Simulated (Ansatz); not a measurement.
`[Cl][Ga]([Br])[Br]` + H₂ → `[Br][GaH][Br]` + HCl at 600 K and 1 bar (hydrogenolysis of a Ga–Cl bond).

Program: Ansatz. Geometries: PBE0-D4/def2-TZVP. ΔE: electronic, gas phase. CCSD(T)/CBS is the MP2 limit (def2-TZVPP, def2-QZVPP) plus CCSD(T) − MP2 in def2-TZVPP, frozen cores. This one scheme is used for every species. For Br, Ga outer-core shells are correlated without core-valence functions, which leaves a few kJ/mol of doubt a bond. Scalar relativity is left out up to krypton.

```
             species  CCSD(T)/CBS energy (Eh)  H − E (kJ/mol)  S (J/(mol·K))
`[Cl][Ga]([Br])[Br]`              -7530.52317            50.9          413.8
                  H₂                 -1.17544            43.9          150.8
     `[Br][GaH][Br]`              -7071.28437            59.1          372.0
                 HCl               -460.38127            35.4          207.2
```

H − E and S are ideal-gas, rigid-rotor, harmonic terms from PBE0-D4/def2-TZVP. The MP2-based limit puts H₂ 0.8 mEh under its directly extrapolated value; such offsets cancel only in part. 1 Eh = 2625.50 kJ/mol, R = 8.31446 J/(mol·K).

By hand: ΔE, ΔH, ΔS and ΔG.

ΔE = (-7071.28437) + (-460.38127) − (-7530.52317) − (-1.17544) = 0.03297 Eh = 86.6 kJ/mol. Δ(H − E) = 59.1 + 35.4 − 50.9 − 43.9 = -0.3, so ΔH = 86.3 kJ/mol. ΔS = 372.0 + 207.2 − 413.8 − 150.8 = 14.6 J/(mol·K). ΔG = 86.3 − 600 × (14.6)/1000 = 77.5 kJ/mol.

By hand: the equilibrium constant, and the temperature at which ΔG would vanish if ΔH and ΔS stayed fixed.

log₁₀ K = −ΔG/(RT ln 10) = -6.7. ΔG = 0 at ΔH/ΔS = 5911 K, far beyond where these terms or the molecules hold.

The number of gas molecules stays the same, so ΔS is small and ΔH decides. A doubt of 5 kJ/mol in ΔE shifts log₁₀ K by 0.4 here. These are equilibria of isolated gas molecules and say nothing of rates. Largest T1 diagnostic: 0.009 (customary marks: 0.02 for closed shells, 0.045 for open ones).
